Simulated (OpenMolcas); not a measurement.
# 4d6 along the 42-electron sequence

| Quantity | Value |
| --- | --- |
| Program | OpenMolcas |
| Method | CASSCF |
| Basis | ANO-RCC-VTZP |
| Scalar Hamiltonian | DKH2, point nucleus |
| Spin-orbit coupling | RASSI with atomic mean-field integrals over the reference wave functions, term energies averaged over their components |

Active space for each ion: 6 electrons in 5 orbitals (4d).

Computed levels in cm-1 above 5D4:

```csv
Level,Rh3+,Pd4+,Ag5+
5D3,1534,2041,2533
5D2,2451,3187,3891
5D1,3046,3955,4830
5D0,3331,4318,5268
3H6,20141,22063,24366
3H5,20623,22602,24948
3P2(1),21372,23197,25486
3F4(1),23052,25503,28405
3F3(1),23488,25780,28503
weight of 5D in the lowest level (%),99,98,98
```

Mixed levels, with the weight of the term that names them: Rh3+ 3F4(1) (64 %), Pd4+ 3F4(1) (57 %), Ag5+ 3F4(1) (53 %).

Measured, with the error of the calculation in %. Measured levels: Ag5+ from the list in Gamrath, thesis, University of Mons (2023).

```
 Level           Ag5+
   5D3    2692 (-5.9)
   5D2    3953 (-1.6)
   5D1    4941 (-2.2)
   5D0    5380 (-2.1)
   3H6  21512 (+13.3)
   3H5  21812 (+14.4)
3P2(1)  21042 (+21.1)
3F3(1)  24441 (+16.6)
```

The fine-structure level 5D0 changes by a factor of 1.58 from Rh3+ to Ag5+. Its fourth root runs 7.60, 8.11, 8.52, with steps per unit of Z of 0.51, 0.41; equal steps would mean a (Z - σ)^4 law with constant σ.

3H6 changes by a factor of 1.21 over the same range, with steps per unit of Z of +1920, +2300 cm-1.

Without dynamic correlation excited terms often stand tens of per cent too high (terms of higher spin than the ground term too low), and those without a measured partner can miss by more than the paired ones. Terms from blocks run as CI alone lack orbitals of their own. Measured partners are found by configuration, term and J. A level has none where our copy of the source lacks it or the pairing is in doubt (some pairs that miss far off the trend of their configuration count as doubtful), and it then counts in no deviation. Levels of configurations outside the active space are missing.

A number in round brackets counts repeated terms of one configuration in the order of the reference energies.
